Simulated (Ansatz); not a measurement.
`[SiH3][Se][GaH][Cl]` + `BS` → `B[S][GaH][Cl]` + `[SiH3][SeH]` at 400 K and 1 bar (ligand exchange at a Ga–Se bond).

Computed with Ansatz on PBE0-D4/def2-TZVP structures; ΔE is electronic, products minus reactants. CCSD(T)/CBS adds triple-zeta CCSD(T) − MP2 to the extrapolated MP2 energy (def2 sets, frozen cores). This one scheme is used for every species. For Ga, Se outer-core shells are correlated without core-valence functions, which leaves a few kJ/mol of doubt a bond. Scalar relativity is left out up to krypton. One conformer a species, not always the lowest.

```tsv
species	CCSD(T)/CBS energy (Eh)	H − E (kJ/mol)	S (J/(mol·K))
`[SiH3][Se][GaH][Cl]`	-5076.01837	126.0	429.5
`BS`	-424.38198	95.9	260.4
`B[S][GaH][Cl]`	-2808.18728	111.7	379.4
`[SiH3][SeH]`	-2692.20088	107.1	307.6
```

H − E and S are ideal-gas, rigid-rotor, harmonic terms from PBE0-D4/def2-TZVP, for one conformer and one mirror image of each species. 1 Eh = 2625.50 kJ/mol, R = 8.31446 J/(mol·K).

Task: By hand: ΔE, ΔH, ΔS and ΔG.

Result: ΔE = (-2808.18728) + (-2692.20088) − (-5076.01837) − (-424.38198) = 0.01219 Eh = 32.0 kJ/mol. Δ(H − E) = 111.7 + 107.1 − 126.0 − 95.9 = -3.1, so ΔH = 28.9 kJ/mol. ΔS = 379.4 + 307.6 − 429.5 − 260.4 = -2.9 J/(mol·K). ΔG = 28.9 − 400 × (-2.9)/1000 = 30.1 kJ/mol.

Task: By hand: the equilibrium constant, and the temperature at which ΔG would vanish if ΔH and ΔS stayed fixed.

Result: log₁₀ K = −ΔG/(RT ln 10) = -3.9. ΔH and −TΔS have one sign here, so there is no such temperature.

The number of gas molecules stays the same, so ΔS is small and ΔH decides. A doubt of 5 kJ/mol in ΔE shifts log₁₀ K by 0.7 here. Other conformers and mirror images would add mixing entropy, several J/(mol·K) or more a flexible species. Modes under 60 cm⁻¹, often nearly free rotors, make the harmonic entropy too high. These are equilibria of isolated gas molecules and say nothing of rates. Largest T1 diagnostic: 0.015 (customary marks: 0.02 for closed shells, 0.045 for open ones).

ΔS is within the doubt of such terms, so its sign, and with it that verdict, could turn.
